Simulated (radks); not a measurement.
Results of a calculation; reference values are marked as such.
Pm+, configuration [Xe] 4f5 5d0.5 6s0.5 (fractional occupations, a model configuration). Code: a radial shooting solver on a logarithmic mesh with Libxc functionals. Model: scalar-relativistic Kohn-Sham, LDA (Slater exchange, Perdew-Wang correlation), spin-polarised, spherical densities, point nucleus; open shells are filled with parallel spins first (spin-orbit coupling, left out, can overturn this in heavy ions).

Normalised radial functions P(r) = r R(r), r in bohr:

```
   r/bohr * 5p down (the largest magnitude, 0.846, reaches the edge; | marks zero)
 0.003831                             *
 0.005192                             *
 0.007094                             |*
 0.009614                             |*
  0.01303                             | *
   0.0178                             |  *
  0.02412                             |   *
  0.03296                             |     *
  0.04466                             |     *
  0.06053                             |     *
   0.0827                             |  *
   0.1121                           * |
   0.1519                     *       |
   0.2075                    *        |
   0.2812                           * |
   0.3842                             |         *
   0.5207                             |             *
   0.7057                             |   *
   0.9641              *              |
    1.307  *                          |
    1.785   *                         |
    2.419             *               |
    3.279                      *      |
    4.479                           * |
     6.07                             *
    8.227                             *
    11.24                             *
```

5p down: eigenvalue -26.721 eV, 3 radial nodes at r = 0.100, 0.297, 0.753 bohr, <r> = 1.71 bohr, 90 % of the charge inside 2.52 bohr.
